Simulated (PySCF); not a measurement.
## O (oxygen, neutral) across methods

[He] 2s2 2p4, high-spin 3P determinant. Calculation: PySCF 2.14, in dyall-acv3z; scalar relativity by spin-free X2C-1e.

| method | E (hartree) | mean ε 2s β (eV) | mean ε 2p α (eV) | mean ε 2p β (eV) | Σ⟨r²⟩ (bohr²) | ⟨S²⟩ |
| --- | --- | --- | --- | --- | --- | --- |
| BHandHLYP | -75.1338 | -26.160 | -14.487 | -11.391 | 11.39 | 2.005 |
| PBE | -75.0684 | -21.591 | -10.188 | -7.586 | 11.70 | 2.003 |
| BLYP | -75.1444 | -21.624 | -10.078 | -7.613 | 11.75 | 2.003 |
| r2SCANh | -75.1149 | -22.683 | -11.643 | -8.622 | 11.42 | 2.006 |
| LDA | -74.5830 | -21.678 | -10.364 | -7.437 | 11.76 | 2.004 |
| M06-2X | -75.1266 | -26.236 | -14.376 | -11.215 | 11.48 | 2.005 |
| r2SCAN | -75.1161 | -21.835 | -10.834 | -7.904 | 11.47 | 2.006 |
| PBE0 | -75.0759 | -23.851 | -12.376 | -9.470 | 11.49 | 2.004 |
| UHF | -74.87107 | -29.318 | -18.439 | -14.179 | 11.21 | 2.009 |
